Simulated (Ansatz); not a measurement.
Ansatz (an electronic-structure program) input (RPA@PBE/cc-pV(T+d)Z):
A basis named .json is the Basis Set Exchange file of that set.

Ansatz 0.2 input:
```yaml
crystal:
  periodic: [false, false, false]
  atoms:
    - {symbol: C, position_ang: [1.72823492, -0.03463065, -0.69915417]}
    - {symbol: Si, position_ang: [-0.00067411, -0.01248011, 0.02357033]}
    - {symbol: C, position_ang: [-1.13850239, -0.99550629, -1.10765806]}
    - {symbol: C, position_ang: [-0.66336210, 1.73440488, 0.16912185]}
    - {symbol: N, position_ang: [0.11212695, -0.64932883, 1.63179473]}
    - {symbol: H, position_ang: [2.41021571, 0.57596530, -0.10442065]}
    - {symbol: H, position_ang: [2.13032343, -1.05072092, -0.73215328]}
    - {symbol: H, position_ang: [1.73056133, 0.34969139, -1.72186508]}
    - {symbol: H, position_ang: [-1.17919302, -0.55888680, -2.10931069]}
    - {symbol: H, position_ang: [-0.79697598, -2.02869605, -1.20954119]}
    - {symbol: H, position_ang: [-2.15825103, -1.02177727, -0.71532645]}
    - {symbol: H, position_ang: [-1.64983395, 1.74541600, 0.64024348]}
    - {symbol: H, position_ang: [-0.76746688, 2.19745279, -0.81494891]}
    - {symbol: H, position_ang: [0.00145239, 2.35769853, 0.77008765]}
    - {symbol: H, position_ang: [-0.66605836, -0.56334684, 2.26733499]}
    - {symbol: H, position_ang: [0.61155279, -1.50838043, 1.80349467]}
basis:
  gaussian:
    orbitals: cc-pV_T+d_Z.json
hamiltonian:
  xc: pbe
magnetization: {spin_polarized: false}
correlation: {method: rpa, electrons: outside_noble_gas}
```

End of the output:

```
integrals: 1.00 GiB planned
1743 factors; integrals over basis functions are off by at most 1.2e-3 eV
0.46 GiB of the device are held for the grids
1.90 GiB of device memory are held for the factors and their scratch space
mean field: 2.39 GiB planned
mean field evaluation 1: about -12623.6236 eV, gradient 1.2e2 eV
mean field evaluation 2: about -12623.6105 eV, gradient 1.2e2 eV
mean field evaluation 4: about -12649.8232 eV, gradient 2.7e1 eV
mean field evaluation 8: about -12651.4974 eV, gradient 7.1e-1 eV
mean field evaluation 16: about -12651.4961 eV, gradient 7.7e-5 eV
mean field -12651.49608190 eV, -464.9339055178 hartree, gradient 5.0e-6 eV, S^2 0.000000; 1 other end points of the search recorded, 0 dependent functions left out
9 core orbitals not correlated
reference -12612.28614185 eV, -463.4929667985 hartree; 16, 16 occupied and 288, 288 virtual orbitals, 1743 factors
Total energy: -12653.05480081 eV, -464.9911873811 hartree
```
